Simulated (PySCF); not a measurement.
**How methods differ on the ionisation energy of Fe**

Fe [Ar] 3d6 4s2 (5D) → Fe⁺ [Ar] 3d6 4s1 (6D), as a difference of total energies. Computed with PySCF 2.14 in aug-cc-pVDZ-DK, with the spin-free X2C one-electron Hamiltonian (Gaussian nucleus). Correlated levels: valence: [Ar] frozen. The calculations carry no spin-orbit coupling.

```csv
method,ionisation energy (eV)
UHF,6.438
LDA,8.131
PBE,7.824
PBE0,7.631
M06,8.528
r2SCANh,7.584
BHandHLYP,7.753
HSE06,7.650
MP2 (valence),7.484
SCS-MP2 (valence),7.657
```

Errors of the correlated levels include the incompleteness of this basis and the frozen core.

MP2 underrates the near-degeneracy of ns² with np² in the lower species.

Problem. Which method comes closest to the reference value, and which is furthest?

Solution. The reference is 7.904 eV (measured; NIST levels, between the centres of gravity of the two terms). Closest: PBE (error -0.080 eV); furthest: UHF (error -1.466 eV).
